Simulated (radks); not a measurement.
Results of a calculation; reference values are marked as such.
Q: Ionisation of the erbium ion Er+, [Xe] 4f12 6s1, to [Xe] 4f12 as the strength of local exchange is varied. Code: a radial shooting solver on a logarithmic mesh with Libxc functionals. Model: scalar-relativistic Kohn-Sham, Slater X-alpha exchange (alpha = 2/3 is LDA exchange), no correlation, spin-polarised, spherical densities, finite nucleus; open shells are filled with parallel spins first (spin-orbit coupling, left out, can overturn this in heavy ions); Fermi nuclear charge, rms radius 5.2516 fm.

alpha  E(Er+) (hartree)  exchange (hartree)  IE (eV)  -e of the level emptied (eV)  <r> of it (bohr)
0.571       -13031.9931           -223.9399   11.150                    8.449 (6s)             3.711
0.715       -13088.8431           -281.7804   11.959                    9.319 (6s)             3.596
0.822       -13131.2639           -325.1053   12.592                   10.007 (6s)             3.514
0.937       -13177.0243           -371.9968   13.298                   10.779 (6s)             3.428
0.966       -13188.5913           -383.8750   13.480                   10.979 (6s)             3.407
0.967       -13188.9903           -384.2850   13.486                   10.986 (6s)             3.407
1.041       -13218.5568           -414.6938   13.958                   11.505 (6s)             3.354
?           -13069.8624           -262.4406   11.684                    9.022 (6s)             3.634

Which alpha was used in the last row?

A: alpha = 0.667. NIST Atomic Spectra Database: 11.92 eV (semi-empirical). The Delta-SCF value meets it near alpha = 0.71. Open shells are spherical and high-spin; term and fine-structure splittings are not resolved. Spin-orbit splitting is averaged out at the scalar-relativistic level.
